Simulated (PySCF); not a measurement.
Excitation energy of V(2+) by level of theory

V(2+) [Ar] 3d3 (4F) → V(2+) [Ar] 3d2 4s1 (4F), as a difference of total energies. Calculation: PySCF 2.14, in x2c-TZVPPall with one added diffuse shell each of s, p, d, f type (7s6p5d3f1g, 80 functions); the spin-free X2C one-electron Hamiltonian (Gaussian nucleus). Correlated levels: valence: [Ar] frozen; valence and next inner shell: [Ne] frozen. The calculations carry no spin-orbit coupling.

```
                                method  excitation energy (eV)
                                   UHF                   5.165
                                   LDA                   5.718
                                   PBE                   5.660
                                  PBE0                   5.717
                                r2SCAN                   5.912
                                 TPSSh                   5.731
                               LC-wPBE                   6.014
                                  MN15                   6.183
                                 M06-L                   6.665
                         MP2 (valence)                   5.366
                     SCS-MP2 (valence)                   5.232
    MP2 (valence and next inner shell)                   5.478
SCS-MP2 (valence and next inner shell)                   5.368
```

Question: How much does correlation contribute at MP2 (valence and next inner shell)?

Answer: 5.478 − (5.165) = 0.313 eV, measured against UHF.

A first-order spin-orbit estimate (lowest level to lowest level, LS coupling) adds -0.007 eV.
